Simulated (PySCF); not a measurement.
# Mayer bond orders and bond lengths

Species: C5H7NSi.
Numbering: `[CH:1]#[C:2][CH2:3][Si@H:4]([CH3:5])[C:6]#[N:7]` (hydrogens: H8 on C1; H9, H10 on C3; H11 on Si4; H12, H13, H14 on C5)

Structure used (GFN2-xTB), in Å, numbered top down from 1:
```xyz
14
C5H7NSi angstrom
C      2.521   -1.572   -0.111
C      1.879   -0.586   -0.329
C      1.071    0.585   -0.568
Si    -0.486    0.594    0.549
C     -1.575   -0.921    0.214
C     -1.434    2.128    0.041
N     -2.008    3.069   -0.272
H      3.108   -2.424    0.059
H      0.782    0.604   -1.623
H      1.674    1.477   -0.382
H     -0.141    0.760    1.966
H     -2.472   -0.910    0.826
H     -1.888   -0.967   -0.827
H     -1.032   -1.836    0.436
```

Bond orders from the PBE0/pcSseg-1 density (PySCF). Geometry: GFN2-xTB, one conformer, isolated molecule.

(1) Where do the orders between heavy atoms depart from those drawn in the SMILES?

(2) Give the Mayer order of every bond, beside its length.

Results:

(1) The largest departure is 0.463, at C1–C2 (drawn triple, 2.537). Drawn single, order below 0.88: Si4–C6 (0.797). Drawn double or triple, more than 0.30 short of the drawn order: C1–C2 (2.537).

(2) 
```tsv
bond	drawn as	length (Å)	Mayer order
C1–C2	triple	1.197	2.537
C2–C3	single	1.442	1.104
C3–Si4	single	1.916	0.888
Si4–C5	single	1.896	0.998
Si4–C6	single	1.874	0.797
C6–N7	triple	1.146	2.932
C1–H8	single	1.049	1.147
C3–H9	single	1.094	0.905
C3–H10	single	1.093	0.909
Si4–H11	single	1.467	0.951
C5–H12	single	1.086	0.953
C5–H13	single	1.088	0.944
C5–H14	single	1.087	0.949
```

Bonds between the same two heavy elements. C–C: lowest C2–C3 (1.104, 1.442 Å), highest C1–C2 (2.537, 1.197 Å). C–Si: lowest Si4–C6 (0.797, 1.874 Å), highest Si4–C5 (0.998, 1.896 Å); in 2 of the 3 pairs the longer bond (by over 0.003 Å) has the higher order (by 0.02 or more).

Task: Sum the orders of all bonds at each heavy atom with more than one neighbour and set the sums beside the valence in the SMILES.

Result: C1 3.684 (drawn 4), C2 3.641 (drawn 4), C3 3.806 (drawn 4), Si4 3.634 (drawn 4), C5 3.844 (drawn 4), C6 3.729 (drawn 4). Orders between atoms that aren't bonded are not in these sums.

Mayer orders depend on the basis set.
